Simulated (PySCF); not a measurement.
C7H4F3N.
SMILES with atom numbers: `[F:1][C:2]([F:3])([F:4])[C:5]#[C:6][n:7]1[cH:8][cH:9][cH:10][cH:11]1` (hydrogens: H12 on C8; H13 on C9; H14 on C10; H15 on C11)

Theory: PySCF 2.14.0, PBE0-D3(BJ)/def2-SVP geometry optimisation, gas phase.

Some entries are withheld. Bonds in one row agree within 0.01 Å.

```json
{"coordinate": "F1–C2, C2–F3, C2–F4", "value": "1.334 Å"}
{"coordinate": "C2–C5", "value": "?"}
{"coordinate": "C5≡C6", "value": "?"}
{"coordinate": "C6–N7", "value": "1.339 Å"}
{"coordinate": "N7–C8, N7–C11", "value": "1.389 Å"}
{"coordinate": "C8–C9, C10–C11", "value": "?"}
{"coordinate": "C9–C10", "value": "1.430 Å"}
{"coordinate": "C8–H12, C11–H15", "value": "1.087 Å"}
{"coordinate": "C9–H13, C10–H14", "value": "1.088 Å"}
{"coordinate": "F1–C2–F3", "value": "?"}
{"coordinate": "F1–C2–C5", "value": "?"}
{"coordinate": "C2–C5–C6", "value": "179.8°"}
{"coordinate": "C5–C6–N7", "value": "179.6°"}
{"coordinate": "C6–N7–C8", "value": "?"}
{"coordinate": "C8–N7–C11", "value": "109.2°"}
{"coordinate": "N7–C8–C9", "value": "107.6°"}
{"coordinate": "C8–C9–C10", "value": "107.8°"}
```

Task: Fill in the missing values.

Result: 
- C2–C5 = 1.464 Å, drawn single (CF3 carbon to alkyne carbon); 0.01 Å above the sum of covalent radii, 1.45 Å.
- C5≡C6 = 1.209 Å, drawn triple (both ends alkyne carbon); 0.17 Å below the sum of covalent radii, 1.38 Å.
- C8–C9, C10–C11 = 1.367 Å, aromatic (aromatic CH next to a ring nitrogen to aromatic CH carbon); 0.09 Å below the sum of covalent radii, 1.46 Å.
- F1–C2–F3 = 107.4°, at the CF3 carbon; the outer atoms are 2.150 Å apart.
- F1–C2–C5 = 110.8°, at the CF3 carbon; the outer atoms are 2.305 Å apart.
- C6–N7–C8 = 125.5°, at the pyrrole-type nitrogen; the outer atoms are 2.426 Å apart.

Radii are Cordero's, carbon taken as 0.76, 0.73 or 0.69 Å for four, three, and two or fewer neighbours.

Not checked by PBE0-D3(BJ)/def2-SVP frequencies.

On one thread of an Arm Neoverse V1, no GPU, on a shared host, this took 2.1 min wall and 0.82 GiB of memory at its peak. This is the geometry optimisation.
